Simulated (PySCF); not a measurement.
Delta-SCF ions had no search for a lower state. Excitations are Tamm–Dancoff values on a coarser integration grid. The basis has no diffuse functions, so Rydberg states are missing or too high.

Cartesian coordinates (Å):
SMILES: N=BBN
```xyz
8

N      2.2803    -0.0493     0.3540
B      1.0966    -0.1945     0.0131
B     -0.4970    -0.3951    -0.4494
N     -1.4975     0.3924     0.0982
H      3.2313     0.0565     0.6142
H     -0.8169    -1.2176    -1.2592
H     -2.4669     0.2988    -0.1558
H     -1.3299     1.1087     0.7848
```
Charge 0, spin multiplicity 1.

What HOMO, dipole moment, total energy, brightest of the four lowest singlets (TDA), T1 excitation (TDA), LUMO, S1–T1 gap (TDA) and vertical ionisation energy (Delta-SCF) does PBE-D3(BJ)/def2-TZVP // PBE0-D4/def2-TZVP (PySCF 2.14.0) give?


The HOMO is -6.71 eV. The dipole moment comes out as 2.13 D, the total energy is -161.5075 Ha and the brightest of the four lowest singlets (TDA) is 5.61 eV. The T1 excitation (TDA) is 4.48 eV and the LUMO is -1.78 eV. The S1–T1 gap (TDA) is 0.51 eV and the vertical ionisation energy (Delta-SCF) comes out as 10.06 eV.
